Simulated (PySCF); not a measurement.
C₆H₁₁NSi₂.
Atom-mapped SMILES: `[N:1]#[C:2][Si@@H:3](/[CH:4]=[CH:5]/[SiH3:6])[CH:7]1[CH2:8][CH2:9]1` (hydrogens: H10 on Si3; H11 on C4; H12 on C5; H13, H14, H15 on Si6; H16 on C7; H17, H18 on C8; H19, H20 on C9)

Cartesian coordinates in Å at the PBE0-D3(BJ)/def2-SVP level; atoms count from 1:
```
atom  x, y, z in Å
N1     0.2302    3.4579   -0.2409
C2    -0.0507    2.3551   -0.4651
Si3   -0.4629    0.5637   -0.7985
C4     1.1304   -0.3829   -0.5760
C5     2.3025    0.1680   -0.2133
Si6    3.8907   -0.8023    0.0209
C7    -1.8236    0.0214    0.3390
C8    -2.7733   -1.0702   -0.1026
C9    -3.2612    0.3345   -0.0007
H10   -0.9640    0.4930   -2.2039
H11    1.0880   -1.4689   -0.7489
H12    2.3384    1.2547   -0.0435
H13    4.3918   -0.6525    1.4217
H14    4.9509   -0.2966   -0.9039
H15    3.6244   -2.2449   -0.2627
H16   -1.5710    0.0320    1.4052
H17   -2.6484   -1.5025   -1.1006
H18   -3.0955   -1.7908    0.6535
H19   -3.9248    0.5968    0.8270
H20   -3.4711    0.8790   -0.9268
```

Level: PBE0/pcSseg-1 in PySCF, non-relativistic, on one gas-phase PBE0-D3(BJ)/def2-SVP geometry that isn't relaxed in the solvent. The solvent is an IEF-PCM continuum (Bondi radii, 1.10 Å for H, scaled by 1.2). Only the electrostatic response of the medium enters.

| run | E − E(gas) (kJ/mol) | HOMO (eV) | HOMO–LUMO gap (eV) | dipole (D) |
| --- | --- | --- | --- | --- |
| gas | 0.00 | -8.23 | 6.92 | 3.99 |
| P | -23.57 | -7.99 | 6.89 | 5.18 |
| Q | -22.55 | -8.00 | 6.89 | 5.13 |

Task: The runs were made in acetone and dimethylsulfoxide. Which run belongs to which solvent?

Result: P = dimethylsulfoxide, Q = acetone. The dielectric constants are 20.49 (acetone), 46.83 (dimethylsulfoxide), and the energy falls further as ε rises. In this model the ground state sees the solvent through ε alone.

Task: How constant is the ratio of the lowering to (ε − 1)/(2ε + 1)?

Result: 
```csv
solvent,(ε − 1)/(2ε + 1),E − E(gas) (kJ/mol),ratio (kJ/mol),polarisation term (kJ/mol)
acetone,0.464,-22.55,-48.6,-26.59
dimethylsulfoxide,0.484,-23.57,-48.7,-28.00
```

The ratio changes by +0.3 % in size from acetone to dimethylsulfoxide. The polarisation term is half the interaction of the solute with the induced surface charges.

The run took 24 s of wall time on an AMD EPYC 9B45 with one thread, no GPU (shared host), and the process peaked at 1.3 GiB of memory. This is the whole shielding run at PBE0/pcSseg-1 in dimethylsulfoxide, SCF included.
